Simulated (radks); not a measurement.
Results of a calculation; reference values are marked as such.
All-electron atom: Xe III in [Kr] 4d10 5s2 5p3 6s1 (not the ground configuration). Level of theory: Dirac Kohn-Sham, PBE, spin-unpolarised, spherical densities, finite nucleus; open shells fill j = l - 1/2 first; Fermi nuclear charge, rms radius 4.7859 fm (a radial shooting solver on a logarithmic mesh with Libxc functionals). Some entries of the table are withheld. Estimate them.

orbital,occ.,eigenvalue (Ry),<1/r> (bohr^-1)
1s1/2,2,-2526.212,58.11
2s1/2,2,-394.6595,13.59
2p1/2,2,-370.9142,13.57
2p3/2,4,-347.0538,12.47
3s1/2,2,-82.26230,4.859
3p1/2,2,-72.39051,4.770
3p3/2,4,-67.85818,4.499
3d3/2,4,-50.48631,4.355
3d5/2,6,-49.52843,4.286
4s1/2,2,-16.41034,(1)
4p1/2,2,-12.91412,1.859
4p3/2,4,-12.00929,1.772
4d3/2,4,-6.35019,1.531
4d5/2,6,-6.20344,1.509
5s1/2,2,(2),0.7477
5p1/2,2,-2.28100,0.6544
5p3/2,1,-2.15965,0.6274
6s1/2,1,(3),0.3158

Answer. 
(1) 4s1/2 <1/r> (bohr^-1): 1.968
(2) 5s1/2 eigenvalue (Ry): -3.15890
(3) 6s1/2 eigenvalue (Ry): -0.97298
